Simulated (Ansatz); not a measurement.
One change: `C[Se][Ge]([CH3])([F])[Cl]` becomes `[CH3][Ge]([OH])([F])[Cl]`.

Ansatz, PBE0-D4/def2-TZVP geometries, multiplicity 1. Each molecule was computed in one conformer, which needn't be the lowest.

Scalar relativity is left out up to krypton.

```tsv
property	`C[Se][Ge]([CH3])([F])[Cl]`
HOMO energy (ωB97M-V/def2-TZVPP) / eV	-9.18
HOMO energy (PBE/def2-TZVPP) / eV	-5.83
LUMO energy (PBE/def2-TZVPP) / eV	-1.71
size of the dipole moment (B3LYP/def2-TZVPP) / D	3.51
HOMO–LUMO gap (PBE0/def2-TZVPP) / eV	6.18
HOMO–LUMO gap (ωB97M-V/def2-TZVPP) / eV	10.22
```

(1) Give the same properties after the change, and the shifts. (Estimate.)

Answers

(1) Ansatz gave: 
```
                                        property  `[CH3][Ge]([OH])([F])[Cl]`  shift
           HOMO energy (ωB97M-V/def2-TZVPP) / eV                      -11.55  -2.37
               HOMO energy (PBE/def2-TZVPP) / eV                       -7.65  -1.82
               LUMO energy (PBE/def2-TZVPP) / eV                       -1.15   0.56
size of the dipole moment (B3LYP/def2-TZVPP) / D                        1.75  -1.76
            HOMO–LUMO gap (PBE0/def2-TZVPP) / eV                        9.12   2.94
         HOMO–LUMO gap (ωB97M-V/def2-TZVPP) / eV                       13.25   3.03
```

With PBE0 the HOMO falls by 2.23 eV and the LUMO rises by 0.71 eV, so the gap widens by about 2.94 eV. PBE moves the HOMO by -1.82 eV and ωB97M-V by -2.37 eV. Dipoles are sizes alone; their direction can turn.

B3LYP here is the variant with VWN-RPA as its local correlation; programs differ in this.

Spin–orbit coupling is left out; it splits and shifts lone-pair levels of the heavy atoms by tenths of an eV.
